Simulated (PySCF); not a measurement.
## How methods differ on the fine-structure interval of Os⁷¹⁺

Os⁷¹⁺ [He] 2s2 2p1 [2p1/2^1, M_J = 1/2] → Os⁷¹⁺ [He] 2s2 2p1 [2p3/2^1, M_J = 3/2], as a difference of total energies. Calculation: PySCF 2.14, in an uncontracted even-tempered set (16 s from 59 bohr⁻², ratio 2.4; 13 p from 76 bohr⁻², ratio 2.4; 5 d from 240 bohr⁻², ratio 2.6; 4 f from 370 bohr⁻², ratio 2.6); the two-component X2C-1e Hamiltonian. Correlated levels: nothing frozen; the 28 highest virtual spinors dropped. "Screened" scales the spin-orbit matrix elements by Boettger's factors to mimic the two-electron term; Breit and QED terms are absent.

```csv
method,fine-structure interval (cm⁻¹)
GHF (screened spin-orbit),13455000
GMP2 (screened spin-orbit),13435000
GHF (bare spin-orbit),13865000
```
